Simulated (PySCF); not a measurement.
## SMILES CO[C@@H]1C=C[SiH2]1, C4H8OSi

Molfile (atoms numbered from 1):
```
C4H8OSi
     RDKit          3D

 14 14  0  0  0  0  0  0  0  0999 V2000
    2.4314    0.3735    0.3939 C   0  0  0  0  0  0  0  0  0  0  0  0
    1.3306   -0.1033   -0.3115 O   0  0  0  0  0  0  0  0  0  0  0  0
    0.2107   -0.3117    0.4944 C   0  0  2  0  0  0  0  0  0  0  0  0
   -0.9980   -0.7524   -0.2978 C   0  0  0  0  0  0  0  0  0  0  0  0
   -2.0177    0.0885   -0.0267 C   0  0  0  0  0  0  0  0  0  0  0  0
   -0.9178    1.1861    1.0029 Si  0  0  0  0  0  4  0  0  0  0  0  0
    2.7647   -0.3372    1.1768 H   0  0  0  0  0  0  0  0  0  0  0  0
    3.2546    0.5222   -0.3185 H   0  0  0  0  0  0  0  0  0  0  0  0
    2.2139    1.3426    0.8891 H   0  0  0  0  0  0  0  0  0  0  0  0
    0.4432   -1.0202    1.3189 H   0  0  0  0  0  0  0  0  0  0  0  0
   -0.9988   -1.6252   -0.9674 H   0  0  0  0  0  0  0  0  0  0  0  0
   -3.0439    0.0080   -0.3918 H   0  0  0  0  0  0  0  0  0  0  0  0
   -0.5261    2.4892    0.3840 H   0  0  0  0  0  0  0  0  0  0  0  0
   -1.2618    1.4322    2.4408 H   0  0  0  0  0  0  0  0  0  0  0  0
  1  2  1  0
  2  3  1  0
  3  4  1  0
  4  5  2  0
  5  6  1  0
  6  3  1  0
  1  7  1  0
  1  8  1  0
  1  9  1  0
  3 10  1  1
  4 11  1  0
  5 12  1  0
  6 13  1  0
  6 14  1  0
M  END
```

Method used: GIAO BHandHLYP/def2-SVP magnetisability, rotational g tensor and spin-rotation constants, non-relativistic, gas phase in PySCF 2.14.0. Geometry: PBE0-D3(BJ)/def2-SVP.

**Question.** Give the nuclear spin-rotation constants along the inertial axes (H = +C I·J) beside the isotropic shieldings.

**Answer.** Rotational constants 5.6515, 2.1711, 1.6892 GHz. A star marks the isotopologue with that one atom substituted, in its own axes.
| atom | isotope | Caa (kHz) | Cbb (kHz) | Ccc (kHz) | mean (kHz) | σ (ppm) |
| --- | --- | --- | --- | --- | --- | --- |
| H7 | 1H | -0.472 | -0.249 | 0.054 | -0.222 | 28.8 |
| H8 | 1H | -0.058 | -0.221 | -0.074 | -0.118 | 28.1 |
| H9 | 1H | -0.435 | 0.049 | -0.192 | -0.193 | 28.9 |
| H10 | 1H | -0.519 | -0.234 | 0.079 | -0.225 | 28.0 |
| H11 | 1H | -0.553 | 0.245 | -0.184 | -0.164 | 24.5 |
| H12 | 1H | 0.393 | -0.157 | -0.181 | 0.018 | 25.4 |
| H13 | 1H | -0.475 | -0.117 | 0.017 | -0.192 | 26.8 |
| H14 | 1H | -0.424 | -0.055 | -0.038 | -0.173 | 26.6 |
| C1 | 13C* | 0.923 | 0.374 | 0.352 | 0.550 | 139.7 |
| O2 | 17O* | -0.344 | -0.129 | -0.093 | -0.189 | 324.6 |
| C3 | 13C* | 1.096 | 0.485 | 0.347 | 0.643 | 124.4 |
| C4 | 13C* | 2.161 | 1.023 | 0.297 | 1.160 | 34.5 |
| C5 | 13C* | 2.182 | 0.889 | 0.210 | 1.093 | 58.9 |
| Si6 | 29Si* | -2.589 | -1.169 | -0.867 | -1.542 | 454.9 |

For the geometry as given, no vibrational averaging.
